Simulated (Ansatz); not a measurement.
`[F][Ti]([F])([F])[O][SiH3]` + CH₃NH₂ → `C[NH][Ti]([F])([F])[F]` + `O[SiH3]` at 600 K and 1 bar (ligand exchange at a Ti–O bond).

Computed with Ansatz on PBE0-D4/def2-TZVP structures; ΔE is electronic, products minus reactants. CCSD(T)/CBS is the MP2 limit (def2-TZVPP, def2-QZVPP) plus CCSD(T) − MP2 in def2-TZVPP, frozen cores. For Ti outer-core shells are correlated without core-valence functions, which leaves a few kJ/mol of doubt a bond. Scalar relativity is left out up to krypton. Each species was taken in one conformer, which may not be the lowest.

| species | CCSD(T)/CBS energy (Eh) | H − E (kJ/mol) | S (J/(mol·K)) |
| --- | --- | --- | --- |
| `[F][Ti]([F])([F])[O][SiH3]` | -1514.66287 | 166.5 | 508.6 |
| CH₃NH₂ | -95.75281 | 199.3 | 283.8 |
| `C[NH][Ti]([F])([F])[F]` | -1243.69977 | 227.0 | 484.5 |
| `O[SiH3]` | -366.69042 | 135.7 | 307.9 |

H − E and S are ideal-gas, rigid-rotor, harmonic terms from PBE0-D4/def2-TZVP, for one conformer and one mirror image of each species. 1 Eh = 2625.50 kJ/mol, R = 8.31446 J/(mol·K).

Question: By hand: ΔE, ΔH, ΔS and ΔG.

Answer: ΔE = (-1243.69977) + (-366.69042) − (-1514.66287) − (-95.75281) = 0.02549 Eh = 66.9 kJ/mol. Δ(H − E) = 227.0 + 135.7 − 166.5 − 199.3 = -3.1, so ΔH = 63.8 kJ/mol. ΔS = 484.5 + 307.9 − 508.6 − 283.8 = 0.0 J/(mol·K). ΔG = 63.8 − 600 × (0.0)/1000 = 63.8 kJ/mol.

Question: By hand: the equilibrium constant, and the temperature at which ΔG would vanish if ΔH and ΔS stayed fixed.

Answer: log₁₀ K = −ΔG/(RT ln 10) = -5.6. With ΔH or ΔS at zero there is no such temperature.

The number of gas molecules stays the same, so ΔS is small and ΔH decides. A doubt of 5 kJ/mol in ΔE shifts log₁₀ K by 0.4 here. Other conformers and mirror images would add mixing entropy, several J/(mol·K) or more a flexible species. Modes under 60 cm⁻¹, often nearly free rotors, make the harmonic entropy too high. These are equilibria of isolated gas molecules and say nothing of rates. Largest T1 diagnostic: 0.023 (customary marks: 0.02 for closed shells, 0.045 for open ones).

ΔS is within the doubt of such terms, so its sign, and with it that verdict, could turn.
